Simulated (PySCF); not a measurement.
Electronic structure of Ag²⁺ (silver, charge +2) at the UHF level

Configuration: [Kr] 4d9, 2D determinant. Calculation: PySCF 2.14, in cc-pVDZ-PP with ECP28MDF; scalar relativity through the core potential.

* Total energy: -145.095196 hartree
* One-electron energy: -246.0856 hartree
* Hartree (Coulomb) energy: 113.8047 hartree
* Exchange energy: -12.8143 hartree
* ⟨S²⟩: 0.7520
* ⟨L²⟩: 6.020
* Sum of ⟨r⟩: 19.77 bohr
* Sum of ⟨r²⟩: 26.96 bohr²
* Traceless quadrupole moment −½Σ⟨3z² − r²⟩ along its main axis: -0.565 e·bohr²
* Time after the integrals: 0.11 s of wall time on 1 thread of Neoverse-V2 (shared host)

```tsv
shell	electrons	mean orbital energy (eV)	spread (eV)	rms radius, mean of both spins (bohr)
4s α	1	-142.38	0	0.980
4s β	1	-140.15	0	0.980
4p α	3	-100.16	1.930	1.07
4p β	3	-97.445	1.284	1.07
4d α	5	-36.623	2.217	1.42
4d β	4	-35.420	1.689	1.42
```

Energies and moments cover only the electrons outside the core potential.
